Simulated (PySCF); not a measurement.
Molecule: `C[C@H]1C[SiH2]1`, C$_{3}$H$_{8}$Si.

Bonds (- single, = double, # triple, : aromatic): C1-C2, C2-C3, C3-Si4, Si4-C2. C1 carries H5, H6, H7; C2 carries H8; C3 carries H9, H10; Si4 carries H11, H12. Stereochemistry as in C[C@H]1C[SiH2]1. H10, H12 are cis to C1 on the ring; H9, H11 are trans to C1 on the ring.

Frames of a GFN2-xTB Langevin trajectory at 300 K; GIAO PBE0/pcSseg-1 shieldings in PySCF, gas phase, non-relativistic; equivalent atoms averaged within each frame.

Referencing at the same level of theory: $^{13}$C (186.93 ppm), $^{29}$Si (349.16 ppm), $^{1}$H (31.72 ppm) vs TMS. The references are static minima.

Question: How do the shifts (ppm) fluctuate along the trajectory?

Answer: 
```
         time (fs)    C1   C3    C2     Si4   H12   H11    H9  H5/H6/H7   H10    H8
               250  28.2  9.3   5.8  -151.4  2.78  2.67  2.33      1.95  0.99  0.57
               425  30.5  6.7   8.8  -141.0  2.34  1.94  1.03      2.65  1.62  1.02
               625  28.4  4.1  13.8  -171.3  0.82  2.08  1.49      1.93  1.44  0.77
               800  17.5  3.1   5.6  -139.7  1.77  2.94  0.03      1.33  1.55  1.03
              1000  21.9  6.9   3.0  -154.9  2.08  2.59  1.01      1.49  0.64  0.96
    mean of frames  25.3  6.0   7.4  -151.7  1.96  2.44  1.18      1.87  1.25  0.87
standard deviation   5.4  2.4   4.1    12.8  0.74  0.42  0.83      0.51  0.42  0.20
```

5 frames give an uncertainty of the mean of about the standard deviation over 2.2 at best, since frames this close in time may not be independent; classical motion lacks zero-point vibration, and the reference would need the same averaging.
